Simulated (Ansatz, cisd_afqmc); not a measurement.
System: P, charge 0, quartet.

Total energies in cc-pV(T+d)Z, 5 correlated electrons, 5 frozen orbitals. UHF or UKS for unpaired electrons; spin-orbit terms are left out. Cores are frozen in correlated methods. No relativity. AFQMC is phaseless with a CISD trial state; ± is one standard error, without the phaseless bias. Outlying blocks are dropped, and bars are widened where a walk drifts. Over all cases where full CI ran beside it in this data, AFQMC minus full CI had a median of +0.1 mEh and passed +0.4 mEh in a tenth of the cases. Full CI freezes restricted core orbitals and the other rows unrestricted ones, which leaves a small offset even where coupled cluster is exact.

| method | program | energy (Eh) | error against FCI (mEh) |
|---|---|---|---|
| HF | Ansatz | -340.71631 | 106.12 |
| MP2 | Ansatz | -340.79974 | 22.69 |
| CCSD | Ansatz | -340.81771 | 4.72 |
| CCSD(T) | Ansatz | -340.82157 | 0.85 |
| CCSDT(Q) | Ansatz | -340.82249 | -0.06 |
| CCSDTQ | Ansatz | -340.82251 | -0.08 |
| AFQMC/CISD | cisd_afqmc | -340.8223 ± 0.0001 | 0.2 ± 0.1 |
| FCI | Ansatz | -340.82243 | 0.00 |

Ansatz is a program for electronic structure.
